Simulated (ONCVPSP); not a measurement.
# Varying the ONCV potential for Br

Base potential:

| Item | Value |
| --- | --- |
| Element | bromine |
| Generator | ONCVPSP 4.0.1 |
| Type | optimised norm-conserving Vanderbilt (ONCV) |
| Functional | PBE |
| Relativity | scalar-relativistic |
| Frozen core | [Ar] |
| Valence charge | 17 |
| Reference configuration | 3d10 4s2 4p4 (charge +1) |
| Partial waves | 4s: rc 1.15 bohr, ncon 3, nbas 7, qcut 5.1 1/bohr, 2 projectors, debl 0.8 Ha; 4p: rc 1.55 bohr, ncon 5, nbas 9, qcut 5.8 1/bohr, 2 projectors, debl 0.8 Ha; 3d: rc 0.75 bohr, ncon 4, nbas 8, qcut 16.3 1/bohr, 3 projectors, debl 4 Ha |
| Local potential | polynomial inside 0.70 bohr (lpopt 2, dvloc0 0 Ha) |
| Core correction | Teter function, fcfact 1.75, rcfact 1.3 |

In the s channel the program set the typed energies aside and used -1.117, 0.250 Ha.

All-electron outer shells of the reference configuration (PBE, scalar-relativistic, ld1.x):

| shell | level (eV) | outermost node (bohr) | outermost maximum (bohr) |
| --- | --- | --- | --- |
| 3s | -249.29 | 0.23 | 0.48 |
| 3p | -184.71 | 0.21 | 0.48 |
| 3d | -77.92 | – | 0.43 |
| 4s | -30.40 | 0.67 | 1.41 |
| 4p | -17.47 | 0.70 | 1.62 |

Cutoffs, loose and tight: the cutoffs (Ha) at which the residual kinetic energy of the hardest occupied pseudo-wave falls to 1 and 0.1 mHa per electron. They do not see the model core or the augmentation charge, which bear on the density cutoff. Test errors are all-electron minus pseudo excitation energies from the reference, over the configurations 3d10 4s2 4p5; 3d10 4s2 4p3; 3d10 4s2 4p2; 3d10 4s2 4p4.5. A dash means not determined; rows that change the core or the reference have their own tests.

A true bound ghost makes a file unfit for plane-wave use even where its test errors are small: the radial tests pick states by their node count and pass the ghost by.

```tsv
change	outcome	cutoff, loose	cutoff, tight	bound ghosts	GHOST(+) flags above zero	largest test error (meV)
base	generated, projector energies reset by the program	262 Ha	430 Ha	s	s	-4.0
s: qcut 7.7	generated, projector energies reset by the program	262 Ha	430 Ha	s	s	-4.1
core correction Teter function, fcfact 2.8, rcfact 1.3	generated, projector energies reset by the program	262 Ha	430 Ha	s	s	-4.0
p: qcut 6.4	generated, projector energies reset by the program	262 Ha	430 Ha	s	s, p	-3.9
```

(1) What comes out with this change to the base: reference 3d10 4s2 4p5?

(2) What comes out with this change to the base: s: nproj 1?

## Answers

(1) outcome: generated; cutoff, loose: 262 Ha; cutoff, tight: 430 Ha; bound ghosts: s; GHOST(+) flags above zero: s; largest test error (meV): +8.3.

(2) outcome: generated; cutoff, loose: 262 Ha; cutoff, tight: 430 Ha; bound ghosts: s; GHOST(+) flags above zero: none; largest test error (meV): -3.2.
